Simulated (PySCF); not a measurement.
# One molecule, several mistakes: C2H7Si2 cation

Calculated results; nothing here was measured. They come from PySCF 2.14.0, an open-source quantum chemistry program, on an isolated molecule that a program drew, which may never have been made. The molecule is C2H7Si2 cation (charge +1, singlet), drawn as the SMILES string `C[SiH]=C[SiH2+]`.

Each row is a Hartree-Fock (HF) and frozen-core CCSD(T) single point in the cc-pV(D+d)Z basis, meant for a local HF minimum. Run 1 is clean. Each other run has one planted mistake out of seven kinds, and not every kind appears here: one electron removed, one electron added, multiplicity raised by two, geometry at a saddle point, minimal basis STO-3G, one bond length entered in bohr, all coordinates scaled. The reference is restricted for singlets and unrestricted otherwise, and also for a bond in bohr. Adding or removing an electron swaps singlet and doublet. Electrons count all cores. HOMO and LUMO are orbital energies over both spins, the gradient is its largest component, and the lowest frequency (negative if imaginary) is given only where the gradient is small. Bond lengths are over the 10 bonds as drawn. T1 is the CCSD diagnostic: over 0.02 (restricted) or 0.045 (unrestricted) a single reference is doubtful.

Geometry of the clean run:
```xyz
11
C2H7Si2 cation, angstrom
C    -0.2918   -0.3499    2.4680
Si    0.4162   -0.3395    0.7710
C    -0.3428   -1.0043   -0.6555
Si    0.3838   -0.9578   -2.2290
H    -0.3969    0.6800    2.8229
H    -1.2626   -0.8442    2.5017
H     0.3989   -0.8583    3.1476
H     1.7337    0.2841    0.6035
H    -1.3196   -1.4724   -0.5589
H     1.6973   -0.3430   -2.4307
H    -0.2656   -1.5195   -3.4129
```

| run | electrons | basis functions | <S^2> | HOMO (eV) | LUMO (eV) | gradient (hartree/bohr) | lowest frequency (cm^-1) | mean bond (Å) | longest bond (Å) | T1 | HF (hartree) | CCSD(T) (hartree) | mistake |
|---|---|---|---|---|---|---|---|---|---|---|---|---|---|
| 1 | 46 | 109 | 0.000 | -14.65 | -4.22 | 1.8e-05 | 93 | 1.4080 | 1.839 | 0.0127 | -657.41444 | -657.93811 | no fault |
| 2 | 45 | 109 | 0.755 | -22.59 | -12.09 | 7.9e-02 | - | 1.4080 | 1.839 | 0.0122 | -656.93163 | -657.40586 | one electron removed |
| 3 | 46 | 109 | 0.000 | -14.31 | -4.31 | 2.1e-02 | - | 1.4516 | 1.896 | 0.0136 | -657.40469 | -657.93499 | all coordinates scaled |
| 4 | 46 | 109 | 2.020 | -11.16 | -6.12 | 9.3e-02 | - | 1.4080 | 1.839 | 0.0185 | -657.31695 | -657.81581 | multiplicity raised by two |
| 5 | 46 | 109 | 0.713 | -14.64 | -4.58 | 1.5e-02 | - | 1.5053 | 2.068 | 0.0562 | -657.28588 | -657.80688 | ? |

**Which mistake was planted in run 5, and what did it cost?**

The mean bond changes by a factor of 1.069 and the longest by 1.125, so the molecule wasn't scaled as a whole. A length L in bohr read as angstrom grows by (1/0.5292 - 1) L = 0.890 L. The 10 bonds together grew by 10 x 0.0973 = 0.973 Å, which gives L = 1.094 Å. That is the length of one of the C-H bonds, 1.094 Å in the clean geometry. So the mistake is: one bond length entered in bohr. Subtracting run 1 and multiplying by 627.51 kcal/mol a hartree, the energy moved by 80.7 kcal/mol in HF and 82.3 kcal/mol in CCSD(T).

Cautions from the logs. Run 5: T1 is over the limit, so its CCSD(T) energy is less reliable.
